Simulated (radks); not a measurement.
The niobium ion Nb4+, configuration [Kr] 4d1. All-electron calculation, scalar-relativistic Kohn-Sham, BLYP, spin-unpolarised, spherical densities, point nucleus. Program: a radial shooting solver on a logarithmic mesh with Libxc functionals.

Normalised radial functions P(r) = r R(r), r in bohr:

r	3s	3p	4p
0.001227	0.0959	0.0017	0.0007
0.001598	0.1214	0.0027	0.0010
0.002097	0.1540	0.0044	0.0017
0.002731	0.1927	0.0071	0.0027
0.003556	0.2391	0.0114	0.0044
0.004668	0.2950	0.0186	0.0072
0.006078	0.3561	0.0298	0.0116
0.007914	0.4209	0.0476	0.0185
0.01039	0.4850	0.0763	0.0296
0.01353	0.5334	0.1190	0.0462
0.01761	0.5517	0.1826	0.0708
0.02312	0.5151	0.2765	0.1072
0.0301	0.3992	0.4000	0.1548
0.0392	0.1833	0.5533	0.2138
0.05145	-0.1431	0.7248	0.2789
0.067	-0.5152	0.8624	0.3293
0.08724	-0.8327	0.8999	0.3382
0.1145	-0.9302	0.7390	0.2659
0.1491	-0.6450	0.3206	0.0911
0.1942	0.0360	-0.3301	-0.1686
0.2548	0.9247	-1.0620	-0.4318
0.3318	1.5643	-1.5495	-0.5349
0.4321	1.6652	-1.6006	-0.3642
0.5672	1.2403	-1.2234	0.0889
0.7385	0.6600	-0.6969	0.6156
0.9616	0.2403	-0.2836	0.9685
1.262	0.0528	-0.0735	0.9773
1.644	0.0068	-0.0119	0.6991
2.14	0.0004	-0.0010	0.3563
2.809	0.0000	0.0000	0.1187
3.658	0.0000	0.0000	0.0249
4.763	0.0000	0.0000	0.0028

3s: eigenvalue -485.55 eV, 2 radial nodes at r = 0.0461, 0.192 bohr, <r> = 0.443 bohr, 90 % of the charge inside 0.655 bohr. 3p: eigenvalue -393.56 eV, 1 radial node at r = 0.171 bohr, <r> = 0.446 bohr, 90 % of the charge inside 0.674 bohr. 4p: eigenvalue -78.559 eV, 2 radial nodes at r = 0.165, 0.542 bohr, <r> = 1.25 bohr, 90 % of the charge inside 1.84 bohr.
